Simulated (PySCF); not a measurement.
AsGaH4. Atoms are numbered in the order given.

```xyz
6

Ga    -1.2218     0.0053     0.0000
As     1.1901    -0.0621     0.0000
H      1.2947     0.9720     1.1098
H      1.2947     0.9720    -1.1098
H     -1.9927    -0.0304    -1.3671
H     -1.9927    -0.0304     1.3671
```

Coordinates come from a PBE0-D3(BJ)/def2-TZVP optimisation.

Vertical ionisation energy (IE) and electron affinity (EA) in eV. Rows of orbital energies are one-electron estimates. Where ΔSCF, EOM or ADC give a negative EA the extra electron is unbound and the value depends on the basis.

```csv
level,IE,EA
"−ε(HOMO), −ε(LUMO), PBE/def2-TZVPD (PySCF)",6.17,2.56
ADC(2)/aug-cc-pVDZ (PySCF),8.95,0.18
```

**Question.** Beyond the first one, list the lowest photoelectron lines from PySCF 2.14.0 with ADC(2)/aug-cc-pVDZ with their pole strengths (two spins summed). (The exact figures need the calculation; the answer reports its results.)

**Answer.** 10.72 eV (1.83), 11.03 eV (1.84), 12.74 eV (1.81), 14.86 eV (1.80), 19.01 eV (0.56).
